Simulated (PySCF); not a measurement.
CH7FO2SSi2, singlet, geometry from GFN2-xTB, atoms displaced at random by about 0.08 Å a coordinate. Base run: PBE0/STO-3G, gradient run with PySCF.

Input for PySCF:
```python
from pyscf import gto, scf, dft

mol = gto.M(
    atom='''
Si    1.88169617    1.13834924    0.14888132
F     1.16226585    1.39572492    1.50626222
S     1.24749841   -0.76449959   -0.71526100
Si   -1.21522764   -0.66994506   -0.23158581
C    -1.60226702    0.89630004   -1.02654637
O    -1.92332186   -1.79284912   -0.75434883
O    -1.19417510   -0.57565297    1.67772580
H     3.32065526    0.74135842    0.59138936
H     1.54639517    2.08683573   -0.81964394
H    -2.83192760    0.91395251   -0.86805790
H    -1.48638318    0.97962723   -2.13902006
H    -1.29653211    2.00186872   -0.64561825
H    -1.66450753   -2.63266714   -0.51523739
H    -0.73031449    0.04016954    1.92981074
''',
    basis='sto-3g',
    verbose=4,
)

mf = dft.RKS(mol)
mf.xc = 'pbe0'
mf.kernel()
g = mf.nuc_grad_method()
grad = g.kernel()
```

The coordinate followed is y of atom 3.

Each row names what was changed in the base input (with any setting that the change needs).

```csv
change,dE/dx (Eh/bohr),net force (Eh/bohr)
base,-0.013283,0.000161
grid_response = on,-0.013289,0.000000
finite difference step (bohr) = 1e-5; conv_tol = 1e-11,-0.013289,-
conv_tol = 1e-4,-0.013441,0.000161
grids.level = 5; grid_response = off,-0.013290,0.000030
grids.level = 1; grid_response = off,-0.012978,0.000357
grids.level = 0; grid_response = off,-0.017788,0.013098
finite difference step (bohr) = 1e-3; conv_tol = 1e-11,-0.013289,-
finite difference step (bohr) = 0.05; conv_tol = 1e-11,-0.013201,-
grids.level = 5; grid_response = on,-0.013286,0.000000
density fitting = on,-0.013286,0.000161
finite difference step (bohr) = 0.01; conv_tol = 1e-11,-0.013285,-
```

The net force is zero for an exact gradient.
